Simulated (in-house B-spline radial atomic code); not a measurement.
# Binding energies in Ag V (Ag4+)

NIST's tabulated ground configuration is [Kr] 4d7; each binding energy is the energy of the ion with one electron taken from that subshell, relaxed, less that of the parent. All numbers are computed (Dirac-Hartree-Fock, average of configuration; Fermi nucleus of rms radius 4.5454 fm) with a radial B-spline atomic code at the basis-set limit, not measured. Energies include first-order Breit, QED and recoil terms.

```
subshell  X-ray name  binding energy (eV)  -ε (eV)  relaxation (eV)
      1s           K              25584.5  25723.4             60.4
      2s          L1               3884.4   3923.1             30.8
   2p1/2          L2               3596.7   3638.4             34.1
   2p3/2          L3               3423.8   3462.2             33.1
      3s          M1                791.4    804.1             11.4
   3p1/2          M2                676.7    689.6             11.8
   3p3/2          M3                645.4    657.4             11.4
      4s          N1                169.9    172.6              2.5
   4p1/2          N2                131.1    133.5              2.2
   4p3/2          N3                125.8    127.9              2.1
      4d        N4,5                66.89    68.26             1.38
```

Relaxation = -ε minus the binding energy without Breit, QED and recoil terms.

Emission lines follow as differences of binding energies, with λ = 12398.42 eV·Å / E:

```tsv
line	holes	energy (eV)	wavelength (Å)
K-L3	1s → 2p3/2	22160.7	0.55948
K-L2	1s → 2p1/2	21987.8	0.56388
K-M3	1s → 3p3/2	24939.1	0.49715
L1-M3	2s → 3p3/2	3239.0	3.8279
L3-M1	2p3/2 → 3s	2632.4	4.7099
```

Problem. What screening constant σ does Moseley's law, E = (3/4)·13.6057 eV·(Z - σ)², need for K-L3?

Solution. σ = 0.40.

Moseley's non-relativistic formula needs a falling, then negative, screening constant for heavy elements, because relativity binds the 1s electron more strongly than the formula allows.

Problem. What does it cost to remove both a 1s and a 3p1/2 electron?

Solution. 26325 eV, which is 64.2 eV more than the two single binding energies together.

Problem. What does it cost to remove both a 1s and a 4p3/2 electron?

Solution. 25736 eV, which is 25.53 eV more than the two single binding energies together.

Problem. What does it cost to remove both a 2s and a 4p1/2 electron?

Solution. 4040.4 eV, which is 24.9 eV more than the two single binding energies together.
